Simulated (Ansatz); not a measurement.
Cartesian coordinates in Å:
```
N 0.873 0.522 -0.741
C -0.298 0.853 0.095
C -0.981 -0.454 0.463
Zn 0.615 -1.634 0.453
H 1.538 1.285 -0.801
H 0.580 0.316 -1.690
H -0.960 1.580 -0.397
H 0.086 1.337 0.997
H -1.690 -0.762 -0.313
H -1.542 -0.387 1.397
H 1.778 -2.657 0.537
```

Charge 0, multiplicity 1.

Q: List the PBE0/def2-TZVPP orbital energies in eV (Ansatz). (An estimate is asked.)

A: The calculation gave: Occupied: -9458.06, -1151.59, -1013.95, -1013.92, -1013.86, -391.54, -278.89, -277.22, -132.33, -88.18, -88.11, -87.98, -25.21, -20.18, -16.62, -14.35, -13.85, -13.48, -13.42, -13.40, -13.31, -12.85, -11.84, -10.33, -9.54, -8.69, -7.51, -6.68. Lowest empty: 0.01, 0.39, 0.78, 1.98, 2.09, 2.31, 3.01, 3.24.
